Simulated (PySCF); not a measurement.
**Polarisability and C₆ of In²⁺ (indium, charge +2)**

[Kr] 4d10 5s1, 2S determinant. All numbers are calculated (PySCF 2.14, a scalar-relativistic core potential, in aug-cc-pVQZ-PP with ECP28MDF (7s7p5d3f2g, 92 functions)). Coupled (time-dependent) response in atomic units; α is the mean over directions.

```
 method  mean α (bohr³)  C₆ (like pair)  S(−4)
LC-wPBE           14.70           66.45  148.8
```

S(−4) is the Cauchy moment in α(ω) = α(0) + S(−4) ω² + …

α(iu) at LC-wPBE:

```csv
u (hartree),α(iu) (bohr³)
0,14.70
0.0500,14.34
0.100,13.38
0.200,10.77
0.300,8.473
0.500,5.681
0.750,3.997
1.00,3.076
1.50,2.054
2.00,1.478
3.00,0.8582
5.00,0.3785
```

A single London oscillator, α(iu) = α/(1 + u²/ω²), gives C₆ = (3/4) ω α². Matching the computed C₆ needs ω = 4 × 66.45 / (3 × 14.70²) = 0.410 hartree.

For an ion, C₆ is the dispersion term alone; charge-induced terms of lower order in 1/R come first.

Energies and moments cover only the electrons outside the core potential.
